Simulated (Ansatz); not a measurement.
```yaml
crystal:
  periodic: [false, false, false]
  atoms:
    - {symbol: N, position_ang: [-1.109001, 0.250731, -0.894896]}
    - {symbol: Al, position_ang: [0.866636, 0.328891, -1.128122]}
    - {symbol: N, position_ang: [1.015081, -0.265735, 0.915466]}
    - {symbol: Al, position_ang: [-1.057027, -0.386652, 0.923005]}
    - {symbol: H, position_ang: [-1.541988, -0.290417, -1.511168]}
    - {symbol: H, position_ang: [-1.541580, 1.292121, -0.946152]}
    - {symbol: H, position_ang: [1.586339, 1.627250, -1.085582]}
    - {symbol: H, position_ang: [1.378009, -0.880781, -2.001257]}
    - {symbol: H, position_ang: [1.334143, -1.245707, 0.892214]}
    - {symbol: H, position_ang: [1.530533, 0.329550, 1.575225]}
    - {symbol: H, position_ang: [-1.639508, -1.772629, 1.004193]}
    - {symbol: H, position_ang: [-1.392197, 0.820292, 2.141848]}
basis:
  gaussian: {orbitals: def2-mTZVP}
total_charge: 4
hamiltonian: {xc: {name: SPW92}}
scf: {lower_state_search: full}
output: {forces: true}
```

```sh
$ ansatz run in.yaml --threads 4 --pin off --events-out ev --progress --plain --max-ram 10444MiB
```

It prints (some lines left out):

```
Functional definition: SPW92
1090 factors; their error is unknown
mean field evaluation 1: about -16057.2741 eV, gradient 2.2e2 eV
mean field evaluation 2: about -15707.8668 eV, gradient 2.6e2 eV
mean field evaluation 4: about -16099.6277 eV, gradient 9.5e1 eV
mean field evaluation 8: about -16134.0113 eV, gradient 5.6e1 eV
mean field evaluation 16: about -16147.8282 eV, gradient 2.5e1 eV
mean field evaluation 32: about -16141.9558 eV, gradient 3.5e1 eV
mean field evaluation 64: about -16151.8578 eV, gradient 2.1e0 eV
mean field evaluation 128: about -16151.3027 eV, gradient 6.8e0 eV
mean field -16152.27718019 eV, -593.5852379652 hartree, gradient 1.1e-5 eV, S^2 0.000000; 7 other end points of the search recorded, 0 dependent functions left out
reference -16152.27722668 eV, -593.5852396736 hartree; 22, 22 occupied and 84, 84 virtual orbitals, 1090 factors
Total energy: -16152.27722668 eV, -593.5852396736 hartree
Atom 0 at    -1.109001     0.250731    -0.894896 Å, force     3.294349     5.459190     4.360464 eV/Å
Atom 1 at     0.866636     0.328891    -1.128122 Å, force    -2.629226    -1.753491     0.871357 eV/Å
Atom 2 at     1.015081    -0.265735     0.915466 Å, force    -2.173420     0.723435    -1.656431 eV/Å
Atom 3 at    -1.057027    -0.386652     0.923005 Å, force     1.419866     2.161262    -0.515497 eV/Å
Atom 4 at    -1.541988    -0.290417    -1.511168 Å, force    -3.787558    -3.588518    -4.829093 eV/Å
Atom 5 at    -1.541580     1.292121    -0.946152 Å, force     0.113921    -1.502096    -0.299320 eV/Å
Atom 6 at     1.586339     1.627250    -1.085582 Å, force     2.110178     3.728281     0.280003 eV/Å
Atom 7 at     1.378009    -0.880781    -2.001257 Å, force     0.958620    -2.018851    -1.549753 eV/Å
Atom 8 at     1.334143    -1.245707     0.892214 Å, force     1.252281    -1.135186     0.751308 eV/Å
Atom 9 at     1.530533     0.329550     1.575225 Å, force     1.069473     0.278740     1.129650 eV/Å
Atom 10 at    -1.639508    -1.772629     1.004193 Å, force    -1.399196    -3.502212     0.204156 eV/Å
Atom 11 at    -1.392197     0.820292     2.141848 Å, force    -0.229290     1.149447     1.253155 eV/Å
Dipole moment:    -0.022016     0.152351     0.259316 e Å
```

Q: Something in this input is off. What?

A: The charge is far from anything that the molecule holds. The calculation finished and met its thresholds. The result belongs to that input, not to the molecule as meant.
